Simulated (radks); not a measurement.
Spherical quantum dot in the effective-mass picture: electrons in a parabolic well V = omega^2 r^2 / 2 with omega = 0.0628, with a point charge +1 (a donor) at the centre, all in effective atomic units (hartree* = m*/eps^2 hartree, bohr* = eps/m* bohr), one dielectric constant everywhere. Method: non-relativistic Kohn-Sham, LDA (Slater exchange, Perdew-Wang correlation), spin-polarised, spherical densities; computed with a radial shooting solver with Libxc functionals. Levels are named by radial order and angular momentum (1s, 1p, 1d, 2s, ...), and open shells are averaged over m. At N = 15 the configuration is 1s2 1p6 1d(up 5, down 0) 2s2. Does electron 16 go into 1f up or 1f down or 1d down?

Answer. Into 1d down. The total energies of the other choices lie higher by 0.0114 hartree* (1f up), 0.0212 hartree* (1f down).
